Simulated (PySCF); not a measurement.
In(F)2(Et) (C2H5F2In), SMILES C[CH2][In]([F])[F].

Coordinates come from a PBE0-D3(BJ)/def2-SVP optimisation. The structure was generated by enumeration; whether it is a known compound was not checked. The def2 effective core potentials stand for the cores of In; spin–orbit coupling is left out. The values are those of a single conformer.

The numbers are results of PBE/def2-TZVP (PySCF), not measurements.

Isolated molecule, no solvent.

* **total energy**: -468.92683 hartree
* **highest occupied level**: -7.30 eV
* **lowest empty level**: -2.62 eV
* **orbital gap**: 4.68 eV
* **dipole moment**: 4.86 D
* **quadrupole, principal values (traceless, Buckingham form, about the centre of nuclear charge)**: -8.16, -1.65, 9.80 D·Å
* **mean static polarisability**: 59.7 bohr³ (8.85 Å³)
* **polarisability, principal values**: 45.0, 56.0, 78.1 bohr³
